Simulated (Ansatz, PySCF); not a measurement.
This PySCF input computes a r2SCAN/def2-TZVPD energy:

```python
from pyscf import gto, scf, dft

mol = gto.M(
    atom='''
    Ge    0.01702322    0.00004286    1.24039677
    I     1.01958355   -1.73557282   -0.38846273
    I    -1.02986172    1.73554695   -0.36045607
    ''',
    basis='def2-tzvpd',
    ecp='def2-tzvp',
    charge=0,
    spin=0,
    verbose=4,
)

mf = dft.RKS(mol, xc='r2scan').density_fit(auxbasis='def2-universal-jkfit')
mf.grids.level = 4
mf.conv_tol = 1e-9
mf.max_cycle = 100
mf.max_memory = 1500
mf.kernel()
if not mf.converged:
    mf = mf.newton()
    mf.kernel(mf.make_rdm1())
mf.analyze()
```

Write an input for the same energy in Ansatz (a quantum-chemistry and plane-wave program) and say what it gives.


Ansatz 0.2 input:
```yaml
crystal:
  periodic: [false, false, false]
  atoms:
    - {symbol: Ge, position_ang: [0.01702322, 0.00004286, 1.24039677]}
    - {symbol: I, position_ang: [1.01958355, -1.73557282, -0.38846273]}
    - {symbol: I, position_ang: [-1.02986172, 1.73554695, -0.36045607]}
basis:
  gaussian:
    orbitals: def2-TZVPD
hamiltonian:
  xc: {name: r2SCAN}
output: {forces: true}
```
It gives -2672.72848 Eh, and PySCF -2672.72852 Eh, a difference of 0.04 mEh, from the treatment of integrals and grids.
